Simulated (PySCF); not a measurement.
C₄H₂BrCl, SMILES C(/Br)(C#C)=C\Cl.

Geometry: ωB97X-D3(BJ)/def2-SVP. The structure was generated by enumeration; whether it is a known compound was not checked.

These are SMD-B3LYP/6-31G* (PySCF) values and carry that method's errors.

Solvation free energies are E(SMD) − E(gas) at the gas-phase geometry, for 1 M in both phases. Bromine has the revised SMD18 radius of 2.60 Å. In vacuum the dipole moment is 0.40 D.

Computed solvation free energies in water, 1-octanol, tetrahydrofuran:
```json
[
 {"solvent": "water", "ΔG(solv) (kcal/mol)": "-0.6", "its non-electrostatic (CDS) part": "3.6", "dipole (D)": "0.38"},
 {"solvent": "1-octanol", "ΔG(solv) (kcal/mol)": "-4.0", "its non-electrostatic (CDS) part": "-0.4", "dipole (D)": "0.40"},
 {"solvent": "tetrahydrofuran", "ΔG(solv) (kcal/mol)": "-4.6", "its non-electrostatic (CDS) part": "-1.2", "dipole (D)": "0.41"}
]
```
